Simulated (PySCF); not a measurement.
Si(Me)2(OH)(SH) (C₂H₈OSSi), SMILES C[Si](C)(O)S.

The structure is a stationary point at B3LYP-D3(BJ)/def2-SVP. The values are those of a single conformer.

Two levels are set side by side: TDA-PBE/def2-SVPD (PySCF) and TDA-PBE0/def2-SVPD (PySCF). Vertical, same geometry. The lowest singlet is HOMO→LUMO 99 % with PBE and HOMO→LUMO 77 %, HOMO→LUMO+1 17 % with the other functional; states are paired by order. Differences are taken from unrounded values.

```csv
quantity,TDA-PBE0
lowest singlet excitation (eV),6.12
lowest triplet excitation (TDA) (eV),5.68
```

What does TDA-PBE give, and how far is it from TDA-PBE0? (An estimate is asked for; the answer gives what the named calculation found.)


```tsv
quantity	TDA-PBE	TDA-PBE minus TDA-PBE0
lowest singlet excitation (eV)	5.55	-0.57
lowest triplet excitation (TDA) (eV)	5.29	-0.39
```

Functionals without exact exchange tend to place singlet excitations lower, as here. Differences between two approximate levels are no errors against the true value.

Rough cost on one machine, each run with all the roots and properties that it gave: TDA-PBE0 against TDA-PBE about 2 times.
